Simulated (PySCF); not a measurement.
# Core binding energy against partial charge

Compound: C3H8S3Si.
Cartesian coordinates in Å at the PBE0-D3(BJ)/def2-SVP level; atoms count from 1:
```
atom  x, y, z in Å
C1    -2.421   -0.416   -0.727
S2    -1.810   -0.557    0.966
C3    -0.068   -0.115    0.770
C4     0.708   -1.073   -0.116
S5     2.479   -0.628   -0.205
Si6    2.124    1.469   -0.511
S7     0.092    1.629    0.173
H8    -2.108    0.544   -1.165
H9    -3.518   -0.436   -0.659
H10   -2.093   -1.248   -1.365
H11    0.330   -0.155    1.796
H12    0.663   -2.085    0.312
H13    0.281   -1.104   -1.130
H14    2.221    1.922   -1.931
H15    3.111    2.247    0.292
```

Binding energies: PySCF 2.14.0, delta-SCF UKS SCAN, pcX-2 on the ionised atom, pcseg-1 elsewhere, spin-free X2C. Charges: PBE0/pcSseg-1 ground-state density, for the ionised atom.

```
atom                 environment  C 1s (eV)  Mulliken (e)  IAO (e)  Hirshfeld (e)  ESP (e)
  C1             S-methyl carbon     291.32        -0.410   -0.508         -0.123   -0.260
  C4  sp3 carbon bound to sulfur     291.67        -0.274   -0.332         -0.080   -0.461
  C3  sp3 carbon bound to sulfur     292.06        -0.467   -0.268         -0.036   -0.413
```

Problem. How well does each charge scheme correlate with the binding energies over these sites?

Solution. Hirshfeld: r = 1.00, slope 8.5 eV per e; IAO: r = 0.96, slope 2.8 eV per e; Mulliken: r = -0.31, slope -1.2 eV per e; ESP: r = -0.71, slope -2.5 eV per e. Hirshfeld charges have the highest r, on only 3 points.

Problem. The point-charge model writes a binding energy as kq + V + constant, with V the potential of the other atoms' charges at the site. What does it give with the Mulliken charges?

Solution. V = Σ 14.40 eV Å × q/r over all other atoms: +5.50 eV at C1, +1.77 eV at C4, +2.69 eV at C3. Fitting binding energy − V to q gives k = 7.7 eV per e and leaves an rms residual of 1.70 eV, against 0.29 eV for the fit on q alone. The model has no term for differences in relaxation between sites.

One conformer (not necessarily the lowest) at the PBE0-D3(BJ)/def2-SVP geometry, without solvent, vibrations or thermal averaging.
